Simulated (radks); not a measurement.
Ionisation ladder of nitrogen, from N to N6+. Each ion is in the ground configuration listed by NIST, and IE = E(next ion) - E(this ion), with E = 0 for the bare nucleus. All-electron calculation, scalar-relativistic Kohn-Sham, PBEsol, spin-polarised, spherical densities, finite nucleus; open shells are filled with parallel spins first; Fermi nuclear charge, rms radius 2.5582 fm. Program: a radial shooting solver on a logarithmic mesh with Libxc functionals.

species  configuration  E (hartree)  IE, Delta-SCF (eV)  -e(HOMO) (eV)   HOMO  <r> HOMO (bohr)  IE, NIST (eV)       kind  error (eV)
N         [He] 2s2 2p3    -54.35875              14.848          8.255  2p up             1.43         14.534       exp.      +0.313
N+        [He] 2s2 2p2    -53.81312              29.986         21.960  2p up             1.25         29.601  semi-emp.      +0.385
N2+       [He] 2s2 2p1    -52.71116              47.494         38.412  2p up             1.13         47.445  semi-emp.      +0.049
N3+           [He] 2s2    -50.96577              76.118         67.855     2s             1.11         77.474       exp.      -1.355
N4+           [He] 2s1    -48.16848              97.924         89.266  2s up             1.05         97.890       exp.      +0.034
N5+               [He]    -44.56985              549.21         509.47     1s            0.228         552.07     theory        -2.9
N6+                1s1    -24.38689              663.60         620.51  1s up            0.215         667.05     theory        -3.4

Reference values: NIST Atomic Spectra Database (exp. = measured, semi-emp. = semi-empirical, theory = theoretical value adopted there). The ionisation energy per charge of the ion left behind rises most, in proportion, at N5+ ([He]), from 19.585 to 91.534 eV. Against the entries that are not theoretical the mean signed error is +0.4 % and the largest +2.2 %. Open shells are spherical and high-spin; term and fine-structure splittings are not resolved.
